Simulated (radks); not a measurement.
Numerical settings for neutral ruthenium, [Kr] 4d7 5s1. Method: scalar-relativistic Kohn-Sham, r2SCAN, spin-unpolarised, spherical densities, finite nucleus; meta-GGA in the generalised Kohn-Sham scheme; Fermi nuclear charge, rms radius 4.4809 fm; computed with a radial shooting solver on a logarithmic mesh with Libxc functionals. The defaults (mesh step 0.008 in ln r, mesh end at 40 bohr or more with all orbitals vanishing there, Anderson mixing 0.5 over 9 steps, residual threshold near 1e-9 with the energy settled to 1e-9 hartree or 1e-11 of itself, here a cap of 79 iterations) give E = -4531.296 hartree and 5s at -4.156 eV in 13 iterations. Run on one thread of a shared host, so times are rough (Arm Neoverse V1): 0.11 s of CPU time, 0.11 s wall, 13 iterations on 2437 mesh points. Changes against that run (0 stands for a change within the tolerance of the run):

| setting | iterations | converged | E (mhartree) | e(5s) (meV) | CPU (s) |
|---|---|---|---|---|---|
| mesh step in ln r 0.003 | 15 | yes | 0 | 0 | 0.31 |
| mesh step in ln r 0.12 | 2 | no | diverged | - | 0.01 |
| mesh step in ln r 0.005 | 14 | yes | 0 | 0 | 0.18 |
| mesh end (bohr) 20 | 13 | yes | 0 | 0 | 0.11 |
| mesh end (bohr) 3 | 11 | level above zero | +1.76e+03 | +2.94e+04 | 0.08 |
| residual threshold 1e-05 | 9 | yes | 0 | +0.128 | 0.09 |
| residual threshold 0.1 | 8 | yes | 0 | -2.24 | 0.08 |
| mixing 1 | 12 | yes | 0 | 0 | 0.11 |
| linear mixing, mixing 0.5 | 22 | yes | 0 | +0.00413 | 0.16 |
| linear mixing, mixing 0.8 | 26 | no | diverged | - | 0.32 |
| mixing history 3 | 12 | yes | 0 | +0.0189 | 0.1 |
| iteration cap 5 | 5 | no | -0.0321 | +19.6 | 0.05 |

Settled on a wrong energy, with an occupied level pushed above zero by the early mesh end: mesh end (bohr) 3 (+1.76 hartree). Apart from these: no run marked as converged misses the energy by more than 1 mhartree. A mesh that ends early acts as a hard wall.
